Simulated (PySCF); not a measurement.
**Bond length, frequency and bond energy of PbF by level of theory**

State: ²Π (doublet), unpaired electrons π ↑. Set-up: PySCF, scalar-relativistic core potentials, basis sets Pb def2-SVPD with ECP60, F def2-SVPD. De refers to Pb + F in their high-spin ground configurations, without counterpoise correction. The functionals are run spin-unrestricted. A positive dipole means Pb(−)F(+).

| Level | Re (Å) | ωe (cm⁻¹) | De (eV) | μ (D) | CPU s a point (SCF and correlation, without the integrals) |
| --- | --- | --- | --- | --- | --- |
| UHF | 2.077 | 523 | 2.66 | -4.23 | 0.2 |
| UHF-MP2 | 2.096 | 510 | 4.78 | n/a | 0.36 |
| UHF-SCS-MP2 | 2.099 | 507 | 4.62 | n/a | n/a |
| UHF-CCSD | 2.093 | 512 | 4.35 | n/a | n/a |
| UHF-CCSD(T) | 2.099 | 507 | 4.48 | n/a | 14 |
| PBE | 2.118 | 487 | 4.98 | -3.74 | 0.71 |
| revPBE | 2.130 | 476 | 4.75 | -3.81 | 0.51 |
| BLYP | 2.132 | 475 | 4.96 | -3.86 | 0.5 |
| r²SCAN | 2.093 | 510 | 4.68 | -3.72 | 1.1 |
| PBE0 | 2.092 | 511 | 4.53 | -3.89 | 1.9 |
| M06-2X | 2.094 | 510 | 4.42 | -4.25 | 3.4 |
| CAM-B3LYP | 2.091 | 513 | 4.71 | -4.00 | 2.4 |

Problem. Which functional lies closest to UHF-CCSD(T) in De, which farthest, and by how much do they differ from it?

Solution. Closest is PBE0 (-0.7 pm in Re, +0.8 % in ωe, +0.05 eV in De against UHF-CCSD(T) in the same basis), farthest PBE (+1.9 pm in Re, -3.9 % in ωe, +0.50 eV in De). CCSD(T) converges more slowly with the basis than the functionals do and binds too weakly in this one, so the order can change at the basis-set limit.

Problem. What does a quarter of exact exchange do here, going from PBE to PBE0?

Solution. PBE0 less PBE: -2.6 pm in Re, +4.9 % in ωe, -0.45 eV in De. Exact exchange removes part of the self-interaction that spreads semilocal densities, and in most molecules shortens and stiffens the bond and lowers De; so it does here.

Problem. What does the step from GGA to meta-GGA do here, going from PBE to r²SCAN?

Solution. r²SCAN less PBE: -2.5 pm in Re, +4.7 % in ωe, -0.30 eV in De. 

Correlated steps freeze 5 core orbitals. Correlated levels converge slowly with the basis: in double zeta they bind strong bonds too weakly, by up to about 1 eV, and carry superposition errors of some tenths. These are scalar-relativistic numbers at best; spin–orbit coupling would shift them, the dissociation energy most. The state was picked by a PBE0 search and need not be the measured ground state.

The whole job (state search and all levels along the bond) took about 4.4 min on 1 thread of Arm Neoverse V1 (shared host), peak memory 0.7 GiB.
